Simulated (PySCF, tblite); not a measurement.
A set of runs on `O=C(Br)C1=CCCC1`; the geometry of each is named by its level. Settings lines and outputs come from a driver script.

Species: C₆H₇BrO.
SMILES with atom numbers: `[O:1]=[C:2]([Br:3])[C:4]1=[CH:5][CH2:6][CH2:7][CH2:8]1` (hydrogens: H9 on C5; H10, H11 on C6; H12, H13 on C7; H14, H15 on C8)

Step 1: GFN2-xTB geometry optimisation, gas phase (tblite 0.8.0) (from a force-field or distance-geometry start)
```json
{"job": {"kind": "relax", "xc": "GFN2-xTB", "basis": "xTB"}, "charge": 0, "multiplicity": 1}
```
```
step      E/eV     max force
  0    -667.97253    2.762
  1    -668.02790    2.956
  2    -668.07966    0.594
...
 21    -668.13700    0.024
 22    -668.13703    0.012
 23    -668.13706    0.014
 24    -668.13708    0.012
 25    -668.13709    0.009
```

Energy lowered by 3.8 kcal/mol over 25 steps; largest atomic force 0.009 eV/Å at the end. «max force» is the largest atomic force in eV/Å.

On one thread, Arm Neoverse V2 (aarch64), no GPU, shared host with 32 logical CPUs at a one-minute load of 14, this took 0.13 s.

Step 2: GFN2-xTB harmonic vibrations, gas phase (tblite 0.8.0) (on the GFN2-xTB geometry)
```json
{"job": {"kind": "ir", "xc": "GFN2-xTB", "basis": "xTB"}, "charge": 0, "multiplicity": 1}
```
```
(table of modes left out)
```

39 modes from 45 to 3123 cm⁻¹ (unscaled, harmonic); zero-point energy 71.7 kcal/mol; all wavenumbers are real at this level.

Hardware: one thread, Arm Neoverse V2 (aarch64) (shared host). Cost: 0.38 s wall.

Step 3: TDDFT B3LYP/def2-SVPD, vertical, gas phase, core orbitals frozen in the response (PySCF 2.14.0, density-fitted response routines) (on the GFN2-xTB geometry)
```json
{"job": {"kind": "uv", "xc": "B3LYP", "basis": "def2-SVPD", "nstates": 8, "ntriplets": 3}, "charge": 0, "multiplicity": 1}
```
```
...
Static polarisability (au): isotropic 97.042, principal 66.842 102.776 121.506
Singlet excitations
state   eV       nm        f      main configurations
  1   4.0369    307.1   0.00031   H-1->L 0.80, H-3->L 0.10
  2   4.5310    273.6   0.00730   H-3->L 0.65, H-1->L 0.17, H-2->L 0.14
  3   4.5642    271.6   0.06292   H->L 0.67, H-2->L 0.29
  4   5.2631    235.6   0.19072   H-2->L 0.47, H-3->L 0.22, H->L 0.20
  5   6.1029    203.2   0.00279   H->L+1 0.92
  6   6.1560    201.4   0.01718   H-1->L+1 0.85, H-3->L+1 0.08
  7   6.5771    188.5   0.00095   H-2->L+1 0.68, H-3->L+1 0.22
  8   6.6608    186.1   0.00652   H-4->L 0.71, H-5->L 0.14
Triplet excitations (Tamm-Dancoff, eV): 3.2900 3.7360 4.3430
```

HOMO -7.63 eV, LUMO -2.43 eV; lowest singlet 4.04 eV; lowest triplet 3.29 eV (Tamm–Dancoff); mean polarisability 97.0 au.

Rough CPU time on one thread of a shared machine: about 2.1 min.

Geometry of the electronic-property runs (GFN2-xTB):
```
atom  x, y, z in Å
O1     2.8412   -0.7357   -1.0857
C2     2.2632   -0.0742   -0.2896
Br3    3.3600    1.0376    0.9481
C4     0.8470    0.0507   -0.0643
C5     0.1961    0.8254    0.8116
C6    -1.2793    0.6653    0.6959
C7    -1.4492   -0.5903   -0.1766
C8    -0.1125   -0.7462   -0.9165
H9     0.6446    1.5100    1.5110
H10   -1.6968    1.5530    0.2111
H11   -1.7602    0.5743    1.6701
H12   -2.2896   -0.5062   -0.8618
H13   -1.6188   -1.4579    0.4614
H14   -0.1503   -0.3130   -1.9192
H15    0.2002   -1.7848   -1.0176
```

 (This holds for the electronic-property runs.)

One conformer stands for the species.
